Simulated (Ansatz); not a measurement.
One change: `BOB1CO1` becomes `FB1CO1`.

Ansatz, PBE0-D4/def2-TZVP geometries, multiplicity 1. Each molecule was computed in one conformer, which needn't be the lowest.

```tsv
property	`BOB1CO1`
HOMO–LUMO gap (ωB97M-V/def2-TZVPP) / eV	11.47
HOMO–LUMO gap (B3LYP/def2-TZVPP) / eV	6.68
LUMO energy (ωB97M-V/def2-TZVPP) / eV	0.77
size of the dipole moment (B3LYP/def2-TZVPP) / D	1.03
ideal-gas entropy at 298 K and 1 bar (rigid rotor, harmonic PBE0-D4/def2-TZVP) / J/(mol·K)	322
HOMO energy (PBE/def2-TZVPP) / eV	-6.93
```

**Question.** Give the same properties after the change, and the shifts. (An estimate is asked.)

**Answer.** Computed: 
```tsv
property	`FB1CO1`	shift
HOMO–LUMO gap (ωB97M-V/def2-TZVPP) / eV	12.89	1.42
HOMO–LUMO gap (B3LYP/def2-TZVPP) / eV	8.62	1.94
LUMO energy (ωB97M-V/def2-TZVPP) / eV	1.90	1.13
size of the dipole moment (B3LYP/def2-TZVPP) / D	1.65	0.62
ideal-gas entropy at 298 K and 1 bar (rigid rotor, harmonic PBE0-D4/def2-TZVP) / J/(mol·K)	269	-53
HOMO energy (PBE/def2-TZVPP) / eV	-7.16	-0.23
```

With PBE0 the HOMO falls by 0.29 eV and the LUMO rises by 1.73 eV, so the gap widens by about 2.02 eV. PBE moves the HOMO by -0.23 eV and ωB97M-V by -0.29 eV. The zero-point energy changes by -61.4 kJ/mol with -9 modes. Dipoles are sizes alone; their direction can turn. Modes under 60 cm⁻¹, often nearly free rotors, make the harmonic entropy too high.

B3LYP here is the variant with VWN-RPA as its local correlation; programs differ in this.
